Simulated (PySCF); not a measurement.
Correlation energy of Re⁺ (rhenium, charge +1)

[Xe] 4f14 5d5 6s1, high-spin 7S determinant. All numbers are calculated (PySCF 2.14, scalar relativity through the core potential, in def2-TZVPPD with the def2 core potential (60 electrons) (6s5p3d2f1g, 59 functions)). Frozen: nothing; 14 electrons correlated.

MP2 pair energies summed by pair of shells (mhartree):

```json
{"pair": "5p-5d", "energy": "-121.03", "share (%)": "39.7"}
{"pair": "5p-5p", "energy": "-60.29", "share (%)": "19.8"}
{"pair": "5d-5d", "energy": "-52.32", "share (%)": "17.2"}
{"pair": "5d-6s", "energy": "-21.16", "share (%)": "6.9"}
{"pair": "5s-5p", "energy": "-20.00", "share (%)": "6.6"}
{"pair": "5p-6s", "energy": "-15.34", "share (%)": "5.0"}
{"pair": "5s-5d", "energy": "-10.98", "share (%)": "3.6"}
{"pair": "5s-5s", "energy": "-2.91", "share (%)": "1.0"}
{"pair": "5s-6s", "energy": "-0.51", "share (%)": "0.2"}
```

Total MP2 correlation energy: -304.53 mhartree.

Same-spin part -126.94 and opposite-spin part -177.60 mhartree; SCS-MP2 scales them by 1/3 and 6/5 to -255.43 mhartree.

The basis has no tight functions for the innermost shells, so their pair energies are far from complete.

This basis was not built for core-valence correlation, so the inner-shell part is incomplete.
